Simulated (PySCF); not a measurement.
Two species compared at the same levels of theory.

First species: C₆H₈O₂.
Geometry (GFN2-xTB, Å), atoms numbered from 1 in this order:
```xyz
16
C6H8O2 angstrom
C     -2.1643    0.2991   -0.3190
C     -0.9546   -0.3098    0.3757
C      0.3487    0.4201    0.0008
C      1.5490   -0.0785    0.7413
C      2.4141   -0.5592   -0.1415
O      1.9825   -0.4459   -1.4401
C      0.7590    0.1454   -1.4416
O      0.1563    0.3762   -2.4479
H     -2.3200    1.3240    0.0112
H     -2.0182    0.3024   -1.3956
H     -3.0572   -0.2774   -0.0897
H     -0.8609   -1.3636    0.1037
H     -1.0769   -0.2537    1.4599
H      0.1958    1.4956    0.1370
H      1.6577   -0.0565    1.8064
H      3.3812   -1.0092   -0.0193
```

Second species: 3-chloro-2-methylpentane, C₆H₁₃Cl.
SMILES: `CC[C@H](Cl)C(C)C`

Levels: PBE0/def2-SVPD for dipole moment, HOMO energy, LUMO energy, HOMO–LUMO gap, static isotropic polarisability and electronic spatial extent ⟨r²⟩ about the centre of nuclear charge; TDDFT PBE0/def2-SVPD for lowest singlet excitation; TDA PBE0/def2-SVPD for lowest triplet excitation (Tamm–Dancoff); GFN2-xTB for rotational constant A and rotational constant C. Geometries: GFN2-xTB. Each structure is a single optimised conformer of the isolated species, non-relativistic unless stated. Electronic properties by PySCF.

Dipoles, sizes and rotational constants follow the conformer. The torsions of the flexible species, by atom-mapped SMILES:
- `[CH3:1][CH2:2][C@H:3]1[CH:4]=[CH:5][O:6][C:7]1=[O:8]`: C1–C2–C3–C4 176°
- `[CH3:1][CH2:2][C@H:3]([Cl:4])[CH:5]([CH3:6])[CH3:7]`: C1–C2–C3–Cl4 -68°, C2–C3–C5–C6 -173°

Values for the first species:

```
Dipole moment                                                     : 3.87 D
HOMO energy                                                       : -7.33 eV
LUMO energy                                                       : -0.68 eV
HOMO–LUMO gap                                                     : 6.65 eV
Lowest singlet excitation                                         : 5.41 eV
Lowest triplet excitation (Tamm–Dancoff)                          : 4.01 eV
Static isotropic polarisability                                   : 73.0 au
Electronic spatial extent ⟨r²⟩ about the centre of nuclear charge : 921 bohr²
Rotational constant A                                             : 3.551 GHz
Rotational constant C                                             : 1.323 GHz
```

Estimate the same properties for the second species, and the change in each.

```
                                                         property      first      second  second less first
                                                    dipole moment     3.87 D      2.07 D            -1.80 D
                                                      HOMO energy   -7.33 eV    -8.23 eV           -0.90 eV
                                                      LUMO energy   -0.68 eV     0.60 eV           +1.28 eV
                                                    HOMO–LUMO gap    6.65 eV     8.83 eV           +2.18 eV
                                        lowest singlet excitation    5.41 eV     7.38 eV           +1.97 eV
                         lowest triplet excitation (Tamm–Dancoff)    4.01 eV     6.72 eV           +2.71 eV
                                  static isotropic polarisability    73.0 au     86.9 au           +13.9 au
electronic spatial extent ⟨r²⟩ about the centre of nuclear charge  921 bohr²  1114 bohr²         +193 bohr²
                                            rotational constant A  3.551 GHz   2.797 GHz         -0.754 GHz
                                            rotational constant C  1.323 GHz   1.244 GHz         -0.079 GHz
```

On the first: The vertical singlet–triplet gap S1 − T1 is 1.40 eV (TDDFT singlet less Tamm–Dancoff triplet; S1: HOMO−1→LUMO, weight 0.89; T1: HOMO→LUMO, weight 0.77). No computed singlet falls in the visible range (750 to 380 nm, 1.65 to 3.26 eV); S1 lies 2.15 eV above its blue end.

On the second: S1 lies 1.45 eV below the HOMO–LUMO gap; its leading configuration is HOMO→LUMO+1, weight 0.52, beside HOMO→LUMO, weight 0.41. No computed singlet falls in the visible range (750 to 380 nm, 1.65 to 3.26 eV); S1 lies 4.12 eV above its blue end.
